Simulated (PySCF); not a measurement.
C3H6N2Si. Atoms are numbered in the order given.

```xyz
12

N     -3.3580     0.8218    -0.7209
C     -2.5223     0.3820    -0.0547
C     -1.4386    -0.1783     0.7621
C     -0.1278    -0.2858    -0.0015
N      0.9764    -0.0525     0.5612
Si     2.5373    -0.2011    -0.2457
H     -1.2786     0.4328     1.6623
H     -1.7409    -1.1880     1.0909
H     -0.2301    -0.6034    -1.0628
H      3.2162     1.1204    -0.1872
H      2.3731    -0.6267    -1.6721
H      3.3411    -1.2127     0.4912
```
Charge 0, spin multiplicity 1.

The structure is a stationary point at ωB97X-D3(BJ)/def2-SVP. The structure was generated by enumeration; whether it is a known compound was not checked. The values are those of a single conformer.

The numbers are results of r2SCAN/def2-TZVP (PySCF), not measurements.

ESP charges are fitted to the potential on shells at 1.4 to 2.0 van der Waals radii. Atomic charges (e):

```json
[
 {"atom": "N1", "ESP fit": "-0.48", "Löwdin": "0.06"},
 {"atom": "C2", "ESP fit": "0.45", "Löwdin": "-0.20"},
 {"atom": "C3", "ESP fit": "-0.60", "Löwdin": "-0.22"},
 {"atom": "C4", "ESP fit": "0.52", "Löwdin": "-0.22"},
 {"atom": "N5", "ESP fit": "-0.52", "Löwdin": "-0.02"},
 {"atom": "Si6", "ESP fit": "0.32", "Löwdin": "0.24"},
 {"atom": "H7", "ESP fit": "0.23", "Löwdin": "0.17"},
 {"atom": "H8", "ESP fit": "0.22", "Löwdin": "0.18"},
 {"atom": "H9", "ESP fit": "0.00", "Löwdin": "0.13"},
 {"atom": "H10", "ESP fit": "-0.03", "Löwdin": "-0.04"},
 {"atom": "H11", "ESP fit": "-0.08", "Löwdin": "-0.05"},
 {"atom": "H12", "ESP fit": "-0.04", "Löwdin": "-0.04"}
]
```

Computed Mayer and Wiberg (Löwdin basis) orders of the bonds:
```json
[
 {"bond": "N1–C2", "Mayer": "3.01", "Wiberg": "3.33"},
 {"bond": "C2–C3", "Mayer": "0.96", "Wiberg": "1.30"},
 {"bond": "C3–C4", "Mayer": "0.91", "Wiberg": "1.19"},
 {"bond": "C4–N5", "Mayer": "1.96", "Wiberg": "2.35"},
 {"bond": "N5–Si6", "Mayer": "1.05", "Wiberg": "1.31"},
 {"bond": "C3–H7", "Mayer": "0.93", "Wiberg": "0.81"},
 {"bond": "C3–H8", "Mayer": "0.92", "Wiberg": "0.79"},
 {"bond": "C4–H9", "Mayer": "0.94", "Wiberg": "0.84"},
 {"bond": "Si6–H10", "Mayer": "0.94", "Wiberg": "0.96"},
 {"bond": "Si6–H11", "Mayer": "0.92", "Wiberg": "0.95"},
 {"bond": "Si6–H12", "Mayer": "0.94", "Wiberg": "0.96"}
]
```
